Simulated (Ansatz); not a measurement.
`[Ag][Ag]` + `[Li][I]` → `[Ag][I]` + `[Li][Ag]`  (redistribution)

Gas-phase electronic energies from Ansatz, PBE0-D4/def2-TZVP geometries. CBS: MP2 limit from def2 TZ/QZ plus the TZ coupled-cluster correction, frozen cores. DFT in def2-TZVPP. B3LYP here is the variant with VWN-RPA as its local correlation; programs differ in this. def2 core potentials past Kr. For Ag, I, Li outer-core shells are correlated without core-valence functions, which leaves a few kJ/mol of doubt a bond.

```csv
level,ΔE (kcal/mol),difference from CCSD(T)/CBS
PBE-D4,21.3,-1.1
B97M-V,25.7,3.3
B3LYP-D4,23.0,0.6
r2SCAN0-D4,23.1,0.7
ωB97X-V,22.2,-0.2
ωB97M-V,20.8,-1.6
revPBE,21.7,-0.7
r2SCAN,23.0,0.6
B3LYP,23.2,0.8
RPA@PBE/def2-TZVPP,21.4,-1.0
CCSD/def2-SVP,22.3,-0.1
CCSD(T)/def2-SVP,22.0,-0.4
HF/def2-TZVPP,22.4,0.0
SCS-MP2/def2-TZVPP,24.8,2.4
MP2/CBS(def2),26.5,4.1
CCSD/CBS(def2),22.6,0.2
CCSD(T)/CBS,22.4,0
```

Largest T1 diagnostic among the species: 0.028, so the coupled-cluster value is less sure than usual.

From PBE to PBE0 (25 % exact exchange), in def2-TZVPP and without D4, ΔE moves by +1.5 kcal/mol. Leaving LDA and LC-ωPBE aside and taking each functional with its dispersion term where it has one, the values spread over 4.9 kcal/mol, from ωB97M-V to B97M-V. LDA lies −1.2 kcal/mol from PBE without D4.
